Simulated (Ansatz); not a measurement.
One change: `C=C[Se]C=N` becomes `C=C[Se][SiH2]O`.

Ansatz, PBE0-D4/def2-TZVP geometries, multiplicity 1. Each molecule was computed in one conformer, which needn't be the lowest.

Scalar relativity is left out up to krypton.

```tsv
property	`C=C[Se]C=N`
HOMO energy (PBE/def2-TZVPP) / eV	-5.45
LUMO energy (B3LYP/def2-TZVPP) / eV	-0.71
LUMO energy (PBE0/def2-TZVPP) / eV	-0.48
size of the dipole moment (PBE/def2-TZVPP) / D	2.46
HOMO energy (PBE0/def2-TZVPP) / eV	-6.43
HOMO energy (ωB97M-V/def2-TZVPP) / eV	-8.46
```

Task: Give the same properties after the change, and the shifts. (Estimate.)

Result: Computed: 
```
                                      property  `C=C[Se][SiH2]O`  shift
             HOMO energy (PBE/def2-TZVPP) / eV             -5.58  -0.13
           LUMO energy (B3LYP/def2-TZVPP) / eV             -0.59   0.12
            LUMO energy (PBE0/def2-TZVPP) / eV             -0.38   0.10
size of the dipole moment (PBE/def2-TZVPP) / D              0.81  -1.65
            HOMO energy (PBE0/def2-TZVPP) / eV             -6.61  -0.18
         HOMO energy (ωB97M-V/def2-TZVPP) / eV             -8.70  -0.24
```

With PBE0 the HOMO falls by 0.18 eV and the LUMO rises by 0.10 eV, so the gap widens by about 0.28 eV. PBE moves the HOMO by -0.13 eV and ωB97M-V by -0.24 eV. Dipoles are sizes alone; their direction can turn.

B3LYP here is the variant with VWN-RPA as its local correlation; programs differ in this.

Spin–orbit coupling is left out; it splits and shifts lone-pair levels of the heavy atoms by tenths of an eV.
